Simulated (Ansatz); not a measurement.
Spectroscopic constants of GeCl, multiplicity 2 (the spin of the measured ground state). No spin–orbit coupling. Ge is treated without relativity.

The constants come from a fifth-degree fit in 1/R (seven points, main isotopes). Runs in def2 and cc sets follow the lowest solution found near the PBE0 minimum.

Correlated levels freeze the inner cores; with def2 sets outer-core shells near the valence are correlated too. CBS: X⁻³ extrapolation of the correlation energy, Hartree–Fock from the larger set.

Run with Ansatz (Gaussian orbitals). Values without a source in brackets are computed.

Quantity: ω_e, from seven points a level.

Costs are ratios of core time to PBE/def2-TZVPP (roughly 10 s), for whole runs (searches for the state included, and forces where a run took them) on one shared machine, so rough; each error counts from the measured 405.79 cm⁻¹ [NIST CCCBDB].

| level | basis functions | cost |
|---|---|---|
| SVWN5/def2-TZVPP | 90 | ×0.9 |
| PBE/def2-TZVPP | 90 | ×1 |
| B3LYP/def2-TZVPP | 90 | ×2 |
| PBE0/def2-TZVPP | 90 | ×2 |
| BHLYP/def2-TZVPP | 90 | ×2 |
| CAM-B3LYP/def2-TZVPP | 90 | ×2 |
| B97M-V/def2-TZVPP | 90 | ×3 |
| wB97X-V/def2-TZVPP | 90 | ×4 |
| wB97M-V/def2-TZVPP | 90 | ×4 |
| CCSD(T)/def2-TZVPP | 90 | ×9 |
| CCSD(T)/def2-QZVPP | 159 | ×50 |
| CCSD(T)/CBS(def2-TZVPP, def2-QZVPP) | - | ×60 |

**Question.** What does the step from CCSD(T)/def2-TZVPP to CCSD(T)/def2-QZVPP cost and buy?

**Answer.** 90 to 159 functions, cost ×5 (rough); the error goes from 8 to 7 cm⁻¹.

Each error (cm⁻¹): SVWN5/def2-TZVPP 8; PBE/def2-TZVPP -14; B3LYP/def2-TZVPP -16; PBE0/def2-TZVPP 2; BHLYP/def2-TZVPP -1; CAM-B3LYP/def2-TZVPP 0; B97M-V/def2-TZVPP -6; wB97X-V/def2-TZVPP 8; wB97M-V/def2-TZVPP 3; CCSD(T)/def2-TZVPP 8; CCSD(T)/def2-QZVPP 7; CCSD(T)/CBS(def2-TZVPP, def2-QZVPP) 8.

Ansatz is a program for electronic structure.
